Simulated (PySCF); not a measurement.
H₂InO₂, SMILES `[OH][In][OH]` (H–O–In–O torsion -180°, O–In–O–H torsion 180°) (charge 0, multiplicity 2)

Computed with PBE-D3(BJ)/def2-TZVP // B3LYP-D3(BJ)/def2-TZVP (PySCF 2.14.0).

```json
{
  "highest_occupied_spin_orbital": "-5.32 eV",
  "dipole_moment": "3.31 D",
  "total_energy": "-9298.66 eV",
  "cost": "very roughly 2.5 core-minutes"
}
```

```xyz
5

O     -1.6896    -0.3964     0.1764
In     0.0006     0.6346    -0.2560
O      1.6888    -0.4103     0.1495
H     -2.4962     0.0963    -0.0151
H      2.4964     0.0757    -0.0548
```
Charge 0, spin multiplicity 2.
